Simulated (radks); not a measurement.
Charge is removed step by step from the 5s level of Pr, starting from [Xe] 4f3 6s2. All-electron calculation, scalar-relativistic Kohn-Sham, PBEsol, spin-unpolarised, spherical densities, point nucleus. Program: a radial shooting solver on a logarithmic mesh with Libxc functionals.

| removed (e) | E - E(0) (eV) | eigenvalue (eV) | E minus straight line (eV) |
|---|---|---|---|
| 0 | 0.000 | -39.051 | 0.000 |
| 0.1 | 3.950 | -40.011 | -0.469 |
| 0.2 | 7.998 | -41.004 | -0.840 |
| 0.3 | 12.147 | -42.025 | -1.110 |
| 0.4 | 16.399 | -43.070 | -1.277 |
| 0.5 | 20.757 | -44.135 | -1.338 |
| 0.6 | 25.222 | -45.218 | -1.292 |
| 0.7 | 29.797 | -46.319 | -1.137 |
| 0.8 | 34.482 | -47.435 | -0.871 |
| 0.9 | 39.280 | -48.566 | -0.492 |
| 1 | 44.191 | -49.711 | 0.000 |

Removing the whole electron costs 44.191 eV by Delta-SCF, against 39.051 eV from minus the eigenvalue at the starting occupation. Slater's transition state (half an electron removed) gives 44.135 eV. Integrating minus the eigenvalue over the occupation (Janak's theorem) gives 44.215 eV. In this scalar-relativistic scheme the density is built from large components alone, so the theorem holds only approximately. The mean slope of the eigenvalue, de/dn, is 10.7 eV per electron.
